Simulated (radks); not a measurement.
All-electron atom: Tm I in [Xe] 4f13 6s2.

Method: scalar-relativistic Kohn-Sham, PBE, spin-unpolarised, spherical densities, finite nucleus; Fermi nuclear charge, rms radius 5.2256 fm; computed with a radial shooting solver on a logarithmic mesh with Libxc functionals.

Energy parts (eV):
total: -369149.84
kinetic: 401151.36
electron-nucleus: -907249.60
Hartree: 144706.78
exchange-correlation: -7758.38

Orbitals (lengths in bohr, moments of r in powers of bohr; r(90%) holds 90 % of the orbital's charge):
orbital  occ.  eigenvalue (eV)  r(90%)      <r^2>
1s          2        -59275.40  0.0363  0.0005486
2s          2        -10001.13   0.131   0.008516
2p          6        -8831.545   0.123   0.006945
3s          2        -2247.718   0.324    0.05580
3p          6        -1893.430   0.329    0.05625
3d         10        -1455.736   0.311    0.04686
4s          2        -442.7511   0.715     0.2799
4p          6        -326.3183   0.769     0.3178
4d         10        -171.6157   0.860     0.3795
4f         13          -3.0982    1.42     0.9310
5s          2         -53.3620    1.78      1.708
5p          6         -26.9066    2.18      2.482
6s          2          -3.8751    5.93      18.04

The highest occupied level is 4f at -3.098 eV. The electron density at the nucleus is 1.002e+06 e/bohr^3 (large components only).
